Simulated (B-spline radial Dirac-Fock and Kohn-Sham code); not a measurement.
**K-line shifts caused by a second vacancy in Zr⁶⁺**

System: Zr⁶⁺, [Ar] 3d10 4s2 4p4.

These are calculated numbers from a radial finite-basis atomic code; the model is Dirac-Fock (average of configuration) total-energy differences with a finite nucleus, the Breit interaction including its frequency dependence, and self-energy and vacuum-polarisation corrections. Each two-hole energy is an average over J within one jj subconfiguration, not an observable level; in light atoms, where LS coupling holds, the j-resolved values are not observed lines, and for a K spectator the Kα1 hypersatellite is nearly forbidden. Correlation energy is missing from these numbers.

Lines without a spectator: Kα2 (K-L2) 15689.8 eV, Kβ3 (K-M2) 17653.1 eV. Shifts in eV with one spectator hole (a dash: not computed, or left out as unreliable):

| spectator hole | Kα2 | Kβ3 |
| --- | --- | --- |
| K (1s) | +441.3 | +559.1 |
| L2 (2p1/2) | +45.8 | – |
| M2 (3p1/2) | – | +13.52 |
| M4 (3d3/2) | +0.29 | – |
| M5 (3d5/2) | -1.81 | – |

Run: 36 s of CPU time on 1 thread of Neoverse-V1 (shared host), peak memory 0.42 GiB.
